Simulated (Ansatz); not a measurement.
**Question.** Name a neutral molecule of I, O, Ti and H with HOMO–LUMO gap (PBE/def2-TZVPP) between 3.00 and 3.30 eV and LUMO energy (PBE0/def2-TZVPP) between -2.30 and -2.00 eV (Ansatz, PBE0-D4/def2-TZVP geometry).

**Answer.** `[OH][Ti]([OH])([OH])[I]` (3.20 eV, -2.11 eV). Other molecules can fit too; these were computed, each in one conformer that needn't be the lowest.
